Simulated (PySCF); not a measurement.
## Spinor energies of V (vanadium, neutral)

Start: [Ar] 3d4 4s1; 3d5/2 filled at m_j = -1/2, +1/2, +3/2, +5/2; 4s1/2 filled at m_j = +1/2. Calculated with PySCF 2.14 in x2c-SVPall-2c with one added diffuse shell each of s, d type (6s5p4d1f, 48 functions): generalised Hartree-Fock with the X2C-1e Hamiltonian and a Gaussian nucleus; one run each with spin-orbit coupling (SO) switched off, then screened by Boettger's factors. This is a chosen level, not necessarily the ground level.

```csv
spinor shell,electrons,"ε, spin-free (eV)","ε, screened SO (eV)",weight of nominal j (screened SO),"rms radius, screened SO (bohr)"
1s1/2,2,-5513.4,-5513.4,1.000,0.0768
2s1/2,2,-651.28,-651.29,1.000,0.333
2p1/2,2,-540.19,-545.07,0.990,0.301
2p3/2,4,-540.19,-537.79,0.995,0.304
3s1/2,2,-82.624,-82.630,1.000,1.03
3p3/2,4,-50.376,-50.608,0.833,1.12
3p1/2,2,-50.376,-49.933,0.665,1.12
3d5/2,4,-8.504,-8.501,0.695,1.80
4s1/2,1,-5.958,-5.959,1.000,4.07
```

| quantity | spin-free | screened SO |
| --- | --- | --- |
| E (hartree) | -947.99176 | -947.99678 |
| M_J | 9/2 | 9/2 |
| ⟨J²⟩ | 24.758 | 24.758 |
| ⟨L²⟩ | 6.008 | 6.009 |
| ⟨S²⟩ | 8.750 | 8.750 |

Each row is a mean over spinors that exchange with the open shell spreads, by up to 10.276 eV (3p3/2).

Rows whose weight is well below 1 are mixtures of j = l ± 1/2: exchange outweighs spin-orbit coupling there, and the label is only the starting occupation.

Without spin-orbit coupling the j labels of p, d and f shells carry no meaning; the spin-free column gives the mean over the occupied spinors of each nl shell.
